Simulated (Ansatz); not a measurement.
Born–Oppenheimer molecular dynamics of C₂H₆O₂Si (11 atoms, charge 0, multiplicity 1). It starts from a relaxed structure.

These are results of RKS PBE-D4/STO-3G in Ansatz, not measurements.

```
ensemble        : NVT, Nosé–Hoover chain
time step       : 1 fs
steps asked     : 400
set temperature : 700 K
thermostat      : time constant 100 fs, chain length 3 (defaults)
seed            : 27264
```

First frame:

```xyz
11
Properties=species:S:1:pos:R:3
C -0.775 1.188 0.172
O 0.089 0.698 1.284
C 0.451 -0.695 0.876
Si 0.527 -0.608 -1.027
O -0.147 1.003 -1.148
H -0.923 2.285 0.348
H -1.791 0.678 0.216
H -0.317 -1.428 1.230
H 1.411 -0.941 1.378
H 1.851 -0.616 -1.637
H -0.309 -1.622 -1.671
```

(1) How far do the bonds stretch over the last three quarters of this one trajectory? (Pairs bonded in most of those frames.)

Results:

(1) 
```csv
bond,mean (Å),spread (Å),shortest,longest
C1–O2,1.509,0.077,1.36,1.65
C1–O5,1.480,0.051,1.35,1.60
C1–H6,1.124,0.017,1.09,1.16
C1–H7,1.148,0.062,1.04,1.26
O2–C3,1.509,0.054,1.39,1.62
C3–Si4,1.917,0.052,1.82,2.03
C3–H8,1.124,0.022,1.08,1.17
C3–H9,1.118,0.026,1.07,1.17
Si4–O5,1.758,0.032,1.70,1.81
Si4–H10,1.463,0.012,1.43,1.50
Si4–H11,1.468,0.025,1.42,1.51
```

Mean temperature of the second half: 698 K. The conserved energy stayed within 2.5 meV per atom of its start (net change 1.5 meV per atom), so the integration is sound. A run of 0.4 ps of so small a system gives no equilibrium averages. Limits of this set-up: minimal basis.

Run time: 12 min on 1 thread of AMD EPYC 7R43 64-Core Processor (Zen 3) (shared host), peak memory 0.1 GiB.
